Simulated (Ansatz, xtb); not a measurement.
## Ranking isomers of CH2GaN

3 gas-phase structures of CH2GaN, found in a search over its isomers (lower ones may exist). Each was relaxed with GFN2-xTB:

A. a singlet given by its coordinates
B. a singlet given by its coordinates
C. `[H]/N=[CH]\[Ga]`, a singlet

A (Å):

```xyz
5

C    -0.5296   -1.0478    0.0116
Ga    0.8724    1.7477   -0.1317
N     0.0270    0.0670   -0.0455
H    -0.5492   -1.6626    0.9241
H    -1.0453   -1.5054   -0.8458
```

Close contacts (Å): C1–N3 1.25, Ga2–N3 1.88, C1–H4 1.10, C1–H5 1.10.

B (Å):

```xyz
5

C    -0.3309   -0.0976    0.0664
Ga    1.4469   -1.2064    0.5767
N     0.3633    0.5642    0.9357
H    -1.2712    0.3759   -0.2728
H     0.0207    1.4743    1.2617
```

Close contacts (Å): C1–Ga2 2.16, C1–N3 1.29, Ga2–N3 2.11, C1–H4 1.11, N3–H5 1.03.

Question: Estimate their order in r2SCAN-D4/def2-SVP energy at these geometries, lowest first.

Answer: Calculated order at r2SCAN-D4/def2-SVP: A (0.0), B (13.0), C (21.1) kcal/mol.

Energies above the lowest of each column, in kcal/mol; the last columns are at B3LYP/6-31G* geometries:

```csv
structure,GFN2-xTB,HF/STO-3G,r2SCAN-D4/def2-SVP,B3LYP/6-31G*,CCSD(T)/def2-TZVPP
A,0.0,0.0,0.0,0.0,0.0
B,17.5,19.7,13.0,15.0,11.5
C,33.6,40.9,21.1,20.5,16.7
```

Every level run on A puts it lowest or level with the lowest.

Programs: Ansatz 0.2.0, xtb 6.7.1 (Pople sets with spherical d functions).
